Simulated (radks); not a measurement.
Task: Coherent X-ray form factor from a spherical all-electron density. All-electron calculation, scalar-relativistic Kohn-Sham, BLYP, spin-polarised, spherical densities, finite nucleus; Fermi nuclear charge, rms radius of each element as measured or else 0.836 A^(1/3) + 0.57 fm. Program: a radial shooting solver on a logarithmic mesh with Libxc functionals.

| sin(theta)/lambda (1/angstrom) | f0 (electrons) |
|---|---|
| 0.05 | 74.228 |
| 0.1 | 72.078 |
| 0.15 | 68.952 |
| 0.2 | 65.315 |
| 0.25 | 61.539 |
| 0.3 | 57.864 |
| 0.4 | 51.223 |
| 0.5 | 45.630 |
| 0.6 | 40.908 |
| 0.8 | 33.266 |
| 1 | 27.307 |
| 1.25 | 21.850 |
| 1.5 | 18.279 |
| 2 | 14.352 |

The species is in the configuration that NIST lists as its ground one. Which atom or ion scatters so?

Result: The iridium ion Ir2+, [Xe] 4f14 5d7. Extrapolating in s^2 from the first two rows gives f0(0) = 74.9, near the electron count 75; among species with that count, the fall with angle is slower the higher Z, and the table is that of Z = 77; from so few rows the species is fixed only to a neighbour or two.
